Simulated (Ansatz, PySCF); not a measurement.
Potential energy curve for SeMg, lowest singlet found (which spin is the ground state isn't settled by this scan).

RHF/3-21G = restricted Hartree-Fock/3-21G (PySCF); UKS-LDA (SVWN5)/6-31G* = unrestricted LDA (SVWN5)/6-31G*, spherical d (PySCF 2.14.0); UKS-B3LYP/6-31G* = unrestricted B3LYP/6-31G*, spherical d run with PySCF 2.14.0; UKS-PBE0 = unrestricted PBE0/cc-pVDZ run with Ansatz (a quantum-chemistry and plane-wave program); RCCSD = Ansatz with CCSD on RHF/cc-pVDZ, cores with 3d frozen.

Energies are in kJ/mol, each relative to the lowest point of its own curve between 2.06 and 2.62 Å, where full CI is lowest.

```json
[
 {"R / Å": "1.88", "RHF/3-21G": "203.2", "UKS-LDA (SVWN5)/6-31G*": "145.5", "UKS-B3LYP/6-31G*": "160.1", "UKS-PBE0": "155.7", "RCCSD": "175.5"},
 {"R / Å": "2.06", "RHF/3-21G": "55.1", "UKS-LDA (SVWN5)/6-31G*": "30.8", "UKS-B3LYP/6-31G*": "37.1", "UKS-PBE0": "34.2", "RCCSD": "42.7"},
 {"R / Å": "2.16", "RHF/3-21G": "18.0", "UKS-LDA (SVWN5)/6-31G*": "6.5", "UKS-B3LYP/6-31G*": "9.3", "UKS-PBE0": "7.7", "RCCSD": "11.5"},
 {"R / Å": "2.25", "RHF/3-21G": "2.8", "UKS-LDA (SVWN5)/6-31G*": "0.0", "UKS-B3LYP/6-31G*": "0.0", "UKS-PBE0": "0.0", "RCCSD": "0.0"},
 {"R / Å": "2.36", "RHF/3-21G": "0.0", "UKS-LDA (SVWN5)/6-31G*": "5.4", "UKS-B3LYP/6-31G*": "1.4", "UKS-PBE0": "3.8", "RCCSD": "0.5"},
 {"R / Å": "2.46", "RHF/3-21G": "7.4", "UKS-LDA (SVWN5)/6-31G*": "17.5", "UKS-B3LYP/6-31G*": "9.8", "UKS-PBE0": "13.0", "RCCSD": "10.1"},
 {"R / Å": "2.58", "RHF/3-21G": "23.1", "UKS-LDA (SVWN5)/6-31G*": "37.2", "UKS-B3LYP/6-31G*": "23.5", "UKS-PBE0": "22.0", "RCCSD": "28.5"},
 {"R / Å": "2.62", "RHF/3-21G": "29.3", "UKS-LDA (SVWN5)/6-31G*": "44.5", "UKS-B3LYP/6-31G*": "27.8", "UKS-PBE0": "24.9", "RCCSD": "35.7"}
]
```

At the longest distance, 2.62 Å, UKS-LDA (SVWN5)/6-31G* lies highest above its minimum (44.5 kJ/mol) and UKS-PBE0 lowest (24.9 kJ/mol).

The scan ran from 1.88 to 8.82 Å; beyond the distances shown full CI changes its symmetry label. The restricted form behind RHF/3-21G keeps the bonding electrons paired and can't separate into open-shell fragments. The unrestricted determinant behind UKS-LDA (SVWN5)/6-31G* is spin-contaminated at 2.36 to 2.62 Å (<S²> up to 0.5, against 0.00 for a pure singlet). The unrestricted determinant behind UKS-B3LYP/6-31G* is spin-contaminated at 2.36 to 2.62 Å (<S²> up to 0.8, against 0.00 for a pure singlet). The unrestricted determinant behind UKS-PBE0 is spin-contaminated at 2.36 to 2.62 Å (<S²> up to 1.0, against 0.00 for a pure singlet).
